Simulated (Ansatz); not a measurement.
The cluster Si₈Se₉⁻, relaxed as a doublet with UKS PBE-D4/def2-SVP in Ansatz, starting from packed atoms. Force threshold 0.03 eV/Å.

Single mean-field runs in def2-SVP are fitted with def2-universal-jkfit. The structure comes from a short search, and lower isomers may exist.

Start:

| atom | x (Å) | y (Å) | z (Å) |
| --- | --- | --- | --- |
| Si1 | 0.484 | -2.977 | 0.922 |
| Si2 | 1.993 | -1.412 | 2.696 |
| Si3 | 1.542 | 2.623 | -1.006 |
| Si4 | 0.791 | -0.559 | -2.198 |
| Si5 | -0.934 | 1.001 | -0.517 |
| Si6 | 1.191 | -0.319 | 0.497 |
| Si7 | -1.249 | 1.624 | 2.392 |
| Si8 | -2.703 | -0.533 | 2.546 |
| Se9 | 1.980 | -2.128 | -0.754 |
| Se10 | -0.684 | -1.297 | -0.399 |
| Se11 | -3.036 | 0.290 | 0.217 |
| Se12 | 0.701 | 1.868 | 1.072 |
| Se13 | 3.112 | 0.829 | -0.693 |
| Se14 | -2.430 | 2.776 | -1.011 |
| Se15 | 0.000 | -2.553 | -3.293 |
| Se16 | -0.492 | 1.237 | -2.728 |
| Se17 | -0.265 | -0.469 | 2.257 |

**Question.** Estimate the energy that the relaxation releases and the steps that it takes.

**Answer.** 274.9 kcal/mol, in 31 steps; 3.5 min on 2 threads of AMD EPYC 7R13 on a shared host and a share (18 GiB) of an NVIDIA H100 80GB HBM3. No frequencies were taken in this run, so the end may be a saddle point.

**Question.** Does the start keep its bonding?

**Answer.** Bonds lost: Si4–Se16, Si5–Se10, Si6–Se10, Si6–Se12, Si6–Se17, Se12–Se17 (atoms count from 1). Bonds formed: Si3–Se16, Si6–Se16 (atoms count from 1).

**Question.** Predict the relaxed structure.

**Answer.** 
```xyz
17

Si    0.9409   -3.3621    0.6985
Si    1.3055   -1.2717    1.9357
Si    1.3802    2.7871   -0.8975
Si    0.4342   -2.3367   -2.2877
Si   -1.7289    1.8697   -0.5335
Si    1.5214   -0.0797   -0.0608
Si   -0.4969    1.7588    3.3465
Si   -2.4766    0.4633    2.7527
Se    2.4278   -2.2066   -1.0221
Se   -1.0543   -2.7758   -0.6917
Se   -2.9020    0.1601    0.4932
Se   -0.2149    2.7006    1.1323
Se    3.2194    1.4510   -0.0925
Se   -2.4719    3.3047   -1.9357
Se    0.4094   -2.4390   -4.3937
Se    0.1634    0.7697   -1.8278
Se   -0.4569   -0.7936    3.3842
```
Bond lengths: 20 × Se–Si 2.11 to 2.58 Å; 3 × Si–Si 2.34 to 2.46 Å.
